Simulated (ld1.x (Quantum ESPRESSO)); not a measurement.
**Before and after: TM potential for tungsten (W)**

W, norm-conserving Troullier–Martins (Kleinman–Bylander form), made with ld1.x (Quantum ESPRESSO) 7.5 (LDA (PZ), scalar-relativistic). Core [Xe] 4f14, reference 5d4 6s0 6p0 (charge +2). Waves: 6s (bound, empty): rc 2.70 bohr; 5d (bound): rc 2.55 bohr; 6p (bound, empty): rc 2.75 bohr. Local part: the p channel. Core correction: none.

Change: all radii scaled by about 1.05 (s 2.84, p 2.88, d 2.68 bohr).

Cutoffs: the cutoffs (Ry, on a coarse ladder) from which the occupation-weighted sum of valence levels, in a spherical-Bessel basis at the reference potential, stays within 10 and 1 mRy of its value at 400 Ry; they do not see the model core or the augmentation charge, which bear on the density cutoff. Errors are all-electron minus pseudo energies relative to the spin-unpolarised reference configuration.

Problem. What does the change do?

Solution. The potential gets softer (30 Ry and 35 Ry → 25 Ry and 30 Ry); of the 9 tests that both files solve, the error grows in 2 and shrinks in 1 by more than 15 % and 0.3 meV (median size 57.2 → 47.0 meV); neither file shows a bound ghost. A larger radius leaves more room for a smooth pseudo-wave, so fewer plane waves are needed.

| quantity | base | changed |
| --- | --- | --- |
| cutoff, loose | 30 Ry | 25 Ry |
| cutoff, tight | 35 Ry | 30 Ry |
| bound ghosts | none | none |
| error for 5d4 6s2 6p0, meV [ΔE -25.16 eV] | +79 | +72 |
| error for 5d4 6s1 6p0, meV [ΔE -16.03 eV] | +28 | +26 |
| error for 5d3 6s0 6p0, meV [ΔE 25.70 eV] | -52 | -46 |
| error for 5d5 6s0 6p0, meV [ΔE -15.17 eV] | -57 | -56 |
| error for 5d3 6s2 6p0, meV [ΔE -16.10 eV] | +33 | +47 |
| error for 5d2 6s0 6p0, meV [ΔE 63.25 eV] | -67 | -29 |
| error for 5d5 6s1 6p0, meV [ΔE -23.61 eV] | -8.0 | -18 |
| error for 5d4 6s0 6p0 (spin-polarised), meV [ΔE -2.36 eV] | +2808 | +2800 |
| error for 5d4 6s2 6p0 (spin-polarised), meV [ΔE -27.09 eV] | +2290 | +2263 |
